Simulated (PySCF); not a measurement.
# Orbital picture of CdTe⁺

PBE0 at R = 2.664 Å; basis Cd def2-SVP with ECP28, Te def2-SVP with ECP28; scalar-relativistic core potentials; PySCF 2.14. State: ²Π (doublet), unpaired electrons π ↑. Only the outer orbitals are listed, counted within each symmetry, core potentials removing the inner ones.

```csv
spin,orbital,occ.,ε (eV),on Cd (%),main shells (%)
α,2δ,1,-21.69,100,100 Cd d
α,2δ,1,-21.69,100,100 Cd d
α,7σ,1,-21.45,73,"72 Cd d, 27 Te s"
α,8σ,1,-14.24,49,"48 Te p, 46 Cd s"
α,5π,1,-12.90,3,96 Te p
α,5π,1,-11.83,5,95 Te p
α,9σ,0,-9.53,66,"49 Cd s, 35 Te p, 16 Cd p"
α,6π,0,-5.81,95,95 Cd p
α,6π,0,-5.64,94,94 Cd p
β,2δ,1,-21.70,100,100 Cd d
β,2δ,1,-21.70,100,100 Cd d
β,7σ,1,-20.98,43,"57 Te s, 40 Cd d"
β,8σ,1,-14.00,56,"55 Cd s, 39 Te p"
β,5π,1,-11.46,6,94 Te p
β,5π,0,-9.40,9,"91 Te p, 8 Cd p"
β,9σ,0,-9.40,60,"40 Te p, 40 Cd s, 20 Cd p"
β,6π,0,-5.69,94,94 Cd p
```

Problem. Which are the highest filled and the lowest empty level, where do they sit, and how wide is the gap?

Solution. Highest filled β 5π at -11.46 eV (in %: 94 Te p); lowest empty α 9σ at -9.53 eV (in %: 49 Cd s, 35 Te p, 16 Cd p); the gap at PBE0 is 1.93 eV.

| Item | Value |
| --- | --- |
| bond order (Mayer) | 1.27 |
| ⟨S²⟩ | 0.760 |
| charge on Cd (Mulliken, basis-dependent) | 0.76 |
| charge on Cd (Löwdin, basis-dependent) | 0.63 |
| dipole moment (positive dipole points towards Te; it is taken about the centre of mass and depends on that origin) | -4.62 D |
| polarisability along the bond | 97.5 bohr³ |
| polarisability across the bond | 39.5 bohr³ |

Spin–orbit coupling is left out. The state is the lowest determinant that a PBE0 search found; another state may lie lower at other levels.
